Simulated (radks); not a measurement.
Fractional charge and spin in the 5s shell of terbium: the spin-up occupation runs from 0 to 1 and the spin-down occupation from 0 to 1; the fullest corner is Tb3+, [Kr] 4d10 4f(up 4, down 4) 5p6 5s(up 1, down 1). Method: scalar-relativistic Kohn-Sham, r2SCAN, spin-polarised, spherical densities, finite nucleus; meta-GGA in the generalised Kohn-Sham scheme; Fermi nuclear charge, rms radius of each element as measured or else 0.836 A^(1/3) + 0.57 fm; computed with a radial shooting solver on a logarithmic mesh with Libxc functionals. Energy (eV) minus the two flat planes that join the four corners (they meet along the diagonal where the two added fractions sum to one electron); zero is where a piecewise linear energy would lie.

down \ up       0    0.25     0.5    0.75       1
0           0.000  -1.405  -1.873  -1.404   0.000
0.25       -1.405  -1.748  -1.163   0.349  -1.344
0.5        -1.873  -1.163   0.466  -1.120  -1.791
0.75       -1.404   0.349  -1.120  -1.682  -1.341
1           0.000  -1.344  -1.791  -1.341   0.000

Corners above the fullest one (they belong to Tb4+ and the next ion): (up 1, down 0) 84.945 eV, (up 0, down 1) 84.945 eV, (up 0, down 0) 186.41 eV. With half an added electron in each spin the energy lies 0.466 eV from the planes, and with half an added electron in spin up alone -1.873 eV. The planes are only a guide here: the flat-plane condition holds for ground states with one frontier orbital, while this shell lies below other occupied shells, so the corners above the fullest one are inner-hole states and not the ground states of those ions.
